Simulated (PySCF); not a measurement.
C2H5FOSi2, SMILES [Si@H]1(F)[SiH2]CC1=O.

Geometry optimised at B3LYP-D3(BJ)/def2-SVP. The structure was generated by enumeration; whether it is a known compound was not checked.

The numbers are results of PySCF 2.14.0 with TDA-M06-2X/def2-SVPD, not measurements.

Vertical excitations. 

```tsv
state	energy (eV)	λ (nm)	f	main pairs
S1	2.84	437	0.001	HOMO→LUMO 86 %
S2	5.09	243	0.011	HOMO−1→LUMO 85 %
S3	5.90	210	0.006	HOMO→LUMO+4 40 %, HOMO→LUMO+3 19 %, HOMO−1→LUMO 10 %, HOMO→LUMO+1 8 %
S4	6.20	200	0.057	HOMO→LUMO+1 53 %, HOMO−2→LUMO 30 %
S5	6.28	198	0.021	HOMO→LUMO+2 53 %, HOMO−2→LUMO 22 %, HOMO→LUMO+4 11 %
S6	6.49	191	0.070	HOMO→LUMO+3 24 %, HOMO−2→LUMO 23 %, HOMO→LUMO+1 21 %, HOMO→LUMO+2 15 %
S7	6.64	187	0.092	HOMO→LUMO+3 38 %, HOMO→LUMO+4 21 %, HOMO→LUMO+2 20 %
S8	7.00	177	0.132	HOMO−1→LUMO+1 36 %, HOMO→LUMO+5 13 %, HOMO−1→LUMO+2 13 %, HOMO→LUMO+6 8 %
S9	7.24	171	0.022	HOMO→LUMO+5 65 %, HOMO−1→LUMO+1 12 %
S10	7.34	169	0.055	HOMO−1→LUMO+2 43 %, HOMO−1→LUMO+1 20 %, HOMO−3→LUMO 16 %
T1	2.36	526	0	HOMO→LUMO 84 %
T2	4.61	269	0	HOMO−1→LUMO 81 %
T3	5.43	228	0	HOMO−2→LUMO 34 %, HOMO→LUMO+1 25 %, HOMO→LUMO+3 7 %, HOMO→LUMO+4 6 %
T4	5.54	224	0	HOMO→LUMO+1 43 %, HOMO−2→LUMO 26 %
```
Triplets are in the Tamm–Dancoff approximation.
